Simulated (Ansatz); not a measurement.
SbH2(iPr) (C3H9Sb). Charge 0, multiplicity 1. Geometry r2SCAN-D4/def2-SVP; atoms count from 1.

```xyz
13

Sb   -1.947   -0.635   -0.527
H    -2.802    0.257    0.670
H    -2.268    0.586   -1.697
C     0.007    0.256    0.037
C     1.022    0.024   -1.077
C     0.470   -0.316    1.373
H    -0.188    1.336    0.143
H     0.703    0.468   -2.033
H     1.199   -1.052   -1.248
H     1.997    0.473   -0.813
H     1.437    0.128    1.671
H    -0.249   -0.116    2.184
H     0.620   -1.408    1.317
```

In the def2 sets Sb takes a core potential; there is no spin–orbit coupling.

Q: Estimate the Mulliken populations from the PBE0/def2-TZVP orbitals of Ansatz.

A: 
| atom | charge (e) |
| --- | --- |
| Sb1 | 0.14 |
| H2 | -0.02 |
| H3 | -0.02 |
| C4 | -0.20 |
| C5 | -0.38 |
| C6 | -0.38 |
| H7 | 0.12 |
| H8 | 0.14 |
| H9 | 0.12 |
| H10 | 0.12 |
| H11 | 0.12 |
| H12 | 0.14 |
| H13 | 0.12 |
Mulliken values depend strongly on the basis.

Q: And the Mayer bond orders between heavy atoms (over 0.3)?

A: Sb1–C4 0.97 (2.22 Å); C4–C5 0.99 (1.52 Å); C4–C6 0.99 (1.52 Å).
